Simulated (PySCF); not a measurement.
## Spinor energies of Ba⁴³⁺ (barium, charge +43)

Start: [Ne] 3s2 3p1; 3p3/2 filled at m_j = +3/2. Calculated with PySCF 2.14 in an even-tempered Gaussian basis (18 s from 9.8 bohr⁻², ratio 2.4; 14 p from 13 bohr⁻², ratio 2.4; 4 d from 43 bohr⁻², ratio 2.6; 4 f from 65 bohr⁻², ratio 2.6): generalised Hartree-Fock with the X2C-1e Hamiltonian and a Gaussian nucleus; one run each with spin-orbit coupling (SO) screened by Boettger's factors, then bare. This is a chosen level, not necessarily the ground level.

```csv
spinor shell,electrons,"ε, screened SO (eV)","ε, bare SO (eV)",weight of nominal j (bare SO),"rms radius, bare SO (bohr)"
1s1/2,2,-40438.3,-40438.1,1.000,0.0292
2s1/2,2,-8706.4,-8706.4,1.000,0.116
2p1/2,2,-8370.2,-8381.5,1.000,0.100
2p3/2,4,-7975.8,-7971.4,1.000,0.105
3s1/2,2,-3464.1,-3464.1,1.000,0.280
3p3/2,1,-3265.7,-3264.6,1.000,0.274
```

```
   quantity  screened SO      bare SO
E (hartree)  -6403.64105  -6403.79789
        M_J          3/2          3/2
       ⟨J²⟩        3.751        3.751
       ⟨L²⟩        2.009        2.010
       ⟨S²⟩        0.759        0.760
```

Each row is a mean over spinors that exchange with the open shell spreads, by up to 20.410 eV (3s1/2).

Breit and QED terms are absent; they matter most for the inner s and p1/2 levels.

Densities and radii are taken from the X2C orbitals without a picture-change correction, which distorts them close to the nucleus.
